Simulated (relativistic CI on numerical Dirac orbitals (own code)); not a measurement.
**Tc5+: resonant inelastic scattering at the M2,3 edge**

Computed with this model: Dirac-Coulomb-Breit CI, orbitals from a KLI potential per configuration, a model potential for QED, valence Slater integrals scaled by 0.7, Kramers-Heisenberg scattering through one core-hole configuration in a parametric crystal field; configurations [Kr] 4d2 → [Ne] 3s2 3p5 3d10 4s2 4p6 4d3; 300 K; core-hole width 1.2 eV; summed over polarisations. Incident energies are the highest absorption maxima for each field (at most a few, so the weaker spin-orbit partner edge can be absent), on the computed scale of the free ion. Intensities are in per cent of the strongest line above 0.02 eV; levels within 1 cm⁻¹ are merged; final levels count from the ground level, the first row holds all elastic scattering, lines under 0.4 are left out and each table stops after 24 rows. The scale of the Slater integrals is a model choice and moves the terms in proportion.

Field parameters in Wybourne normalisation: D4h B²₀ = −7Ds, B⁴₀ = 21(Dq − Dt), B⁴₄ = 21√(5/14) Dq; Oh B⁴₀ = 21Dq, B⁴₄ = √(5/14) B⁴₀. The field is a parameter set, without covalency, and values of 10Dq over about 45,000 cm⁻¹ lie beyond real compounds.

S is read from ⟨S²⟩ = S(S + 1).

Oh, 10Dq = 64950 cm⁻¹:

```csv
Final level (eV),Degeneracy,Irrep,S,434.9 eV,441.8 eV,442.7 eV
0.000,2,E,0.99,931.2,495.3,630.5
0.003,3,T2,1.00,57.5,1.7,1.2
0.177,3,T1,1.00,42.8,31.4,22.0
0.246,1,A1,1.00,6.6,11.8,6.0
1.291,3,T2,0.02,86.2,1.4,7.5
1.299,2,E,0.02,25.0,1.0,4.0
2.970,1,A1,0.01,8.6,0.9,1.6
7.858,1,A2,1.00,0.4,46.8,23.7
7.893,3,T2,1.00,1.2,100.0,47.4
7.962,2,E,1.00,0.4,28.9,23.6
7.963,3,T1,1.00,0.5,31.3,15.0
```

D4h, 10Dq = 46450, Ds = 420, Dt = 640 cm⁻¹:

```tsv
Final level (eV)	Degeneracy	Irrep	S	436.1 eV	439.8 eV	441.1 eV
0.000	1	B1	1.00	924.6	515.2	788.3
0.005	1	B2	1.00	29.4	1.5	2.3
0.062	2	E	1.00	50.0	10.8	16.1
0.099	1	A1	0.99	38.3	12.4	11.1
0.183	1	A2	1.00	19.5	13.2	13.8
0.363	2	E	1.00	31.2	3.0	13.5
0.393	1	A1	1.00	8.0	3.4	4.6
1.208	1	A1	0.03	20.0	1.1	2.7
1.301	2	E	0.02	55.5	2.0	7.3
1.536	1	B2	0.02	21.4	1.5	3.2
1.551	1	B1	0.02	14.5	0.9	2.0
3.039	1	A1	0.02	8.7	4.3	2.8
4.804	1	B1	1.00	0.9	30.6	25.1
4.808	2	E	1.00	3.5	100.0	20.7
5.414	1	A2	1.00	0.7	29.8	10.6
5.417	1	B2	0.99	1.0	27.9	19.0
5.417	1	A1	1.00	0.6	22.8	5.7
5.423	2	E	1.00	0.5	16.2	9.2
5.428	1	B1	1.00	0.9	25.3	19.7
6.135	1	B2	0.26	0.8	7.7	36.7
6.274	1	A1	1.00	0.2	6.1	20.3
6.289	2	E	0.98	0.4	9.5	20.6
6.311	1	A2	0.99	0.4	8.2	16.5
6.337	1	B1	1.00	0.9	8.8	45.3
```

For the first field the strongest loss at the lowest incident energy is the level at 1.29 eV (S = 0.02, against 0.99 in the thermal ground state). Levels of other spin, the first over 8 % at 1.29 eV, appear because spin-orbit coupling of the core hole, and in heavier ions of the valence shell too, mixes spins.
